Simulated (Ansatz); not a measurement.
PBE exchange is replaced step by step with exact exchange (0 % is PBE, 25 % PBE0; no dispersion term), basis def2-SVP, Ansatz. System: Al10P10H30, a nanocrystal cut from zinc blende AlP (hydrogen-capped). Charge 0, multiplicity 1. Geometry: r2SCAN-D4/def2-SVP.

Geometry of the singlet:

```xyz
50

Al    1.096    2.776    0.555
Al    0.478    0.509    4.371
Al   -2.505    1.717   -0.081
Al   -2.801   -0.841    3.025
Al    3.913    0.091    1.539
Al    0.162    1.161   -2.791
Al    3.749   -1.364   -1.910
Al    0.232   -1.074    0.453
Al   -3.463   -2.535   -1.065
Al   -0.310   -2.831   -3.084
P     0.998    2.482    2.965
P     3.388    2.109    0.244
P    -0.241    1.079   -0.445
P    -0.420   -1.044    2.735
P    -2.926    1.495    2.282
P    -3.923   -0.115   -0.808
P     2.572   -1.410    0.214
P     2.351    0.199   -3.228
P    -1.121   -0.620   -3.783
P    -1.050   -2.632   -0.802
H     0.730    4.261    0.129
H     1.791   -0.008    5.093
H    -0.789    1.043    5.188
H    -2.933    3.099   -0.734
H    -3.254   -1.025    4.537
H    -3.616   -1.494    1.813
H     3.185    0.534    2.893
H     5.455   -0.284    1.499
H     0.002    2.595   -3.452
H     5.040   -0.458   -1.646
H     3.840   -2.768   -2.640
H    -4.277   -3.360    0.017
H    -3.714   -2.719   -2.634
H     1.256   -2.541   -3.237
H    -1.024   -4.020   -3.857
H     2.200    3.065    3.448
H     0.114    3.521    3.376
H     4.174    3.206    0.687
H     3.759    2.117   -1.125
H    -0.104   -2.346    3.219
H    -2.200    2.442    3.048
H    -4.233    2.014    2.481
H    -5.117    0.032   -0.053
H    -4.434    0.344   -2.056
H     2.820   -2.695    0.773
H     3.160    1.336   -3.512
H     2.256   -0.298   -4.555
H    -0.977   -0.451   -5.186
H    -2.518   -0.397   -3.684
H    -0.772   -3.898   -0.213
```

Single mean-field runs in def2-SVP are fitted with def2-universal-jkfit.

```
exact exchange (%)  HOMO (eV)  LUMO (eV)  gap (eV)
                 0      -6.26      -2.23      4.03
                 5      -6.48      -2.09      4.39
                10      -6.70      -1.95      4.76
                25      -7.38      -1.52      5.86
                35      -7.83      -1.23      6.60
                50      -8.51      -0.81      7.70
```

Problem. Fit a straight line to the column «gap (eV)» against the share of exact exchange and predict its value at 15 %.

Solution. With x = exact exchange (%) and y = gap (eV): mean x = 20.83, mean y = 5.557; Σ(x − x̄)(y − ȳ) = 137.5, Σ(x − x̄)² = 1871; slope b = 0.07349, intercept a = ȳ − b·x̄ = 4.026. The residuals of the fitted rows reach 0.00. At x = 15 the line gives 4.026 + (0.07349 × 15) = 5.13; the run gave 5.12, 0.01 less than the line.
